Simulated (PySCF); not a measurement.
CsBr, SMILES [Cs][Br].

Geometry: B3LYP-D3(BJ)/def2-TZVPD. The def2 effective core potentials stand for the cores of Cs; spin–orbit coupling is left out.

The numbers are results of PySCF 2.14.0 with TDA-PBE/def2-TZVPD, not measurements.

Vertical excitations; the highest root listed may be one member of a degenerate set. Isolated molecule, no solvent. State labels are in the subgroup C2v.

```csv
state,symmetry,energy (eV),λ (nm),f,main pairs
S1,B1,2.87,432,0.004,HOMO−1→LUMO (degenerate set)
S2,B2,2.87,432,0.004,HOMO→LUMO (degenerate set)
S3,A1,3.15,394,0.078,HOMO−2→LUMO 98 %
S4,A2,4.15,299,0.000,"HOMO−1→LUMO+2, HOMO→LUMO+1 (degenerate set)"
S5,A1,4.15,299,0.000,"HOMO−1→LUMO+1, HOMO→LUMO+2 (degenerate set)"
S6,A1,4.15,299,0.009,"HOMO→LUMO+2 50 %, HOMO−1→LUMO+1 50 %"
S7,A2,4.16,298,0.000,"HOMO→LUMO+1 50 %, HOMO−1→LUMO+2 50 %"
S8,B1,4.17,297,0.020,HOMO−1→LUMO+3 (degenerate set)
S9,B2,4.17,297,0.020,HOMO→LUMO+3 (degenerate set)
S10,B1,4.30,288,0.006,HOMO−2→LUMO+1 99 %
T1,B1,2.84,437,0,HOMO−1→LUMO (degenerate set)
T2,B2,2.84,437,0,HOMO→LUMO (degenerate set)
T3,A1,2.96,419,0,HOMO−2→LUMO 100 %
T4,A1,4.13,300,0,"HOMO→LUMO+2 49 %, HOMO−1→LUMO+1 49 %"
```
Triplets are in the Tamm–Dancoff approximation.
